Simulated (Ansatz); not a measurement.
Pt2Au3⁺, relaxed as a singlet with RKS PBE-D4/def2-SVP in Ansatz, starting from the GFN1-xTB geometry. Force threshold 0.02 eV/Å.

In the def2 sets Au, Pt take a core potential; there is no spin–orbit coupling. The restricted singlet is unstable towards broken spin symmetry in Hartree–Fock (as tested in another run); at PBE-D4/def2-SVP this wasn't settled. Another isomer (singlet) lies 0.13 eV lower at PBE-D4/def2-SVP; other spin states weren't run for this one.

Start:

| atom | x (Å) | y (Å) | z (Å) |
| --- | --- | --- | --- |
| Pt1 | 0.9619 | -0.5486 | -0.8178 |
| Pt2 | -0.6250 | 0.3830 | 0.4157 |
| Au3 | -2.6917 | -0.6951 | 0.7335 |
| Au4 | 2.7429 | -1.7000 | -1.5996 |
| Au5 | -0.3881 | 2.5606 | 1.2682 |

```tsv
step	energy (eV)	largest force component (eV/Å)	SCF passes
1	-17573.6656	3.772	55
2	-17574.6397	0.673	47
3	-17574.8461	0.672	40
4	-17575.0576	0.618	46
5	-17575.2236	0.275	38
6	-17575.3431	0.275	38
7	-17575.4502	0.235	38
8	-17575.6573	0.416	37
9	-17575.9990	0.506	35
10	-17576.1059	0.276	31
11	-17576.1159	0.107	26
12	-17576.1165	0.007	26
```

Force components are those of the run's own axes.

End:

```xyz
5

Pt    0.645   -0.143   -1.961
Pt    0.231   -0.236    0.446
Au   -2.368   -0.127    0.906
Au    2.315   -1.541   -0.646
Au   -0.823    2.047    1.256
```

Bonds formed: Pt2–Au4, Au3–Au5 (atoms count from 1).

No frequencies were taken in this run, so the end may be a saddle point.

It took 87 s on 4 threads of Intel Xeon on a shared host.
